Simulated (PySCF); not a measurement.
H6OSi2, charge -1, sextet, geometry from GFN2-xTB of the parent state (a state made from the parent by changing its charge; the spin is typed, not shown lowest) (in this run its highest filled SCF level lies above zero, so its values depend strongly on the basis, on diffuse functions most of all); B3LYP/STO-3G (PySCF).

The PySCF input:
```python
from pyscf import gto, scf, dft

mol = gto.M(
    atom='''
Si    1.738944   -0.332946    0.096580
O    -0.075498    0.025167   -0.011405
Si   -1.618055    0.305746   -0.087132
H     1.780350   -0.830226   -1.289478
H     2.056657    1.077496    0.379428
H     1.544811   -1.278606    1.209485
H    -2.364984   -0.455585    0.947663
H    -2.181036   -0.078457   -1.407411
H    -1.924252    1.744843    0.119277
''',
    basis='sto-3g',
    charge=-1,
    spin=5,
    verbose=4,
)

mf = dft.UKS(mol)
mf.xc = 'b3lyp'
mf.kernel()
```

The log (banner, timings and long lists left out):

```
PySCF version 2.14.0

[INPUT] verbose = 4
[INPUT] num. atoms = 9
[INPUT] num. electrons = 43
[INPUT] charge = -1
[INPUT] spin (= nelec alpha-beta = 2S) = 5
[INPUT] symmetry False subgroup None
[INPUT] Mole.unit = angstrom
[INPUT] Symbol           X                Y                Z      unit          X                Y                Z       unit  Magmom
[INPUT]  1 Si     1.738944000000  -0.332946000000   0.096580000000 AA    3.286127905956  -0.629176754269   0.182509749110 Bohr   0.0
[INPUT]  2 O     -0.075498000000   0.025167000000  -0.011405000000 AA   -0.142670542952   0.047558737377  -0.021552326451 Bohr   0.0
[INPUT]  3 Si    -1.618055000000   0.305746000000  -0.087132000000 AA   -3.057680804483   0.577776203681  -0.164655616686 Bohr   0.0
[INPUT]  4 H      1.780350000000  -0.830226000000  -1.289478000000 AA    3.364373905869  -1.568899761493  -2.436760263652 Bohr   0.0
[INPUT]  5 H      2.056657000000   1.077496000000   0.379428000000 AA    3.886518462170   2.036172340314   0.717015003991 Bohr   0.0
[INPUT]  6 H      1.544811000000  -1.278606000000   1.209485000000 AA    2.919269704215  -2.416215161226   2.285595401770 Bohr   0.0
[INPUT]  7 H     -2.364984000000  -0.455585000000   0.947663000000 AA   -4.469172048978  -0.860930876460   1.790823528384 Bohr   0.0
[INPUT]  8 H     -2.181036000000  -0.078457000000  -1.407411000000 AA   -4.121560707817  -0.148262242555  -2.659621334700 Bohr   0.0
[INPUT]  9 H     -1.924252000000   1.744843000000   0.119277000000 AA   -3.636309274647   3.297275400364   0.225400862960 Bohr   0.0

nuclear repulsion = 153.917913957042
number of shells = 19
number of NR pGTOs = 87
number of NR cGTOs = 29
basis = sto-3g
ecp = {}

******** <class 'pyscf.dft.uks.UKS'> ********
method = UKS
initial guess = minao
damping factor = 0
level_shift factor = 0
DIIS = <class 'pyscf.scf.diis.CDIIS'>
diis_start_cycle = 1
diis_space = 8
diis_damp = 0
SCF conv_tol = 1e-09
SCF conv_tol_grad = None
SCF max_cycles = 50
direct_scf = True
direct_scf_tol = 1e-13
number electrons alpha = 24  beta = 19
XC library pyscf.dft.libxc version 7.1.2
    S. Lehtola, C. Steigemann, M. J. T. Oliveira, and M. A. L. Marques,  SoftwareX 7, 1–5 (2018)
XC functionals = b3lyp
    P. J. Stephens, F. J. Devlin, C. F. Chabalowski, and M. J. Frisch,  J. Phys. Chem. 98, 11623 (1994)
radial grids:
    Treutler-Ahlrichs [JCP 102, 346 (1995); DOI:10.1063/1.469408] (M4) radial grids

becke partition: Becke, JCP 88, 2547 (1988); DOI:10.1063/1.454033
pruning grids: <function nwchem_prune>
grids dens level: 3
symmetrized grids: False
atomic radii adjust function: <function treutler_atomic_radii_adjust>
small_rho_cutoff = 0
Set gradient conv threshold to 3.16228e-05
tot grids = 111296
init E= -649.674285680189

cycle= 1 E= -648.721531152104  delta_E= 0.953  |g|= 0.592  |ddm|= 4.33

cycle= 2 E= -647.186063089444  delta_E= 1.54  |g|= 1.53  |ddm|=  4.9

cycle= 3 E= -648.943057877045  delta_E= -1.76  |g|= 0.392  |ddm|= 4.12

cycle= 4 E= -649.049183419002  delta_E= -0.106  |g|= 0.123  |ddm|= 0.512

cycle= 5 E= -649.06277990535  delta_E= -0.0136  |g|= 0.0662  |ddm|= 0.817

cycle= 6 E= -649.068715887103  delta_E= -0.00594  |g|= 0.00671  |ddm|= 0.263

cycle= 7 E= -649.068769299035  delta_E= -5.34e-05  |g|= 0.00193  |ddm|= 0.029

cycle= 8 E= -649.068772922972  delta_E= -3.62e-06  |g|= 0.00155  |ddm|= 0.0163

cycle= 9 E= -649.068774864238  delta_E= -1.94e-06  |g|= 0.000883  |ddm|= 0.00866

cycle= 10 E= -649.068775884259  delta_E= -1.02e-06  |g|= 0.00015  |ddm|= 0.00382

cycle= 11 E= -649.068776036507  delta_E= -1.52e-07  |g|= 0.000103  |ddm|= 0.00317

cycle= 12 E= -649.068776145401  delta_E= -1.09e-07  |g|= 7.19e-05  |ddm|= 0.00265

cycle= 13 E= -649.068776250252  delta_E= -1.05e-07  |g|= 6.38e-05  |ddm|= 0.00424

cycle= 14 E= -649.068776293984  delta_E= -4.37e-08  |g|= 3.92e-05  |ddm|= 0.00223

cycle= 15 E= -649.068776327102  delta_E= -3.31e-08  |g|= 2.38e-05  |ddm|= 0.00282

cycle= 16 E= -649.068776337539  delta_E= -1.04e-08  |g|= 8.6e-06  |ddm|= 0.00205

cycle= 17 E= -649.068776338325  delta_E= -7.86e-10  |g|= 4.69e-06  |ddm|= 0.000397

Extra cycle  E= -649.06877633837  delta_E= -4.5e-11  |g|= 5.87e-06  |ddm|= 4.26e-05
converged SCF energy = -649.06877633837  <S^2> = 8.7672321  2S+1 = 6.0057413
```
